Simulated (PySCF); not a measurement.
# MTe for M along the chalcogens

CCSD(T) with double-zeta basis sets in PySCF, for the lowest determinant that a PBE0 search found; no spin–orbit coupling. De refers to high-spin ground-configuration atoms.

| M | basis | reference, frozen orbitals | state (unpaired electrons) | Re (Å) | ωe (cm⁻¹) | De (eV) |
| --- | --- | --- | --- | --- | --- | --- |
| O | def2-SVP | ROHF, 5 | triplet (π ↑↑) | 1.879 | 750 | 3.06 |
| S | x2c-SVPall | UHF, 23 | triplet (π ↑↑) | 2.275 | 450 | 2.80 |
| Se | cc-pVDZ-PP | UHF, 8 | triplet (π ↑↑) | 2.399 | 307 | 2.60 |
| Te | def2-SVP | UHF, 8 | triplet (π ↑↑) | 2.606 | 245 | 2.34 |

The shortest bond is that of TeO (1.879 Å), the longest that of Te2 (2.606 Å).

The rows differ in basis set, which adds steps of its own.

Relativity is treated differently too: O scalar-relativistic core potentials; S spin-free X2C; Se scalar-relativistic core potentials; Te scalar-relativistic core potentials.

Down a group bonds as a rule get longer and wavenumbers fall, partly through the reduced mass; this series shows no clear exception.

Correlated steps freeze the inner cores (5 to 23 orbitals); shallow outer-core shells are correlated. UHF and ROHF references stand side by side, which adds small steps between rows. Correlated levels converge slowly with the basis: in double zeta they bind strong bonds too weakly, by up to about 1 eV, and carry superposition errors of some tenths. These are scalar-relativistic numbers at best; spin–orbit coupling would shift them, the dissociation energy most. States were picked by a PBE0 search and need not be the measured ground states.
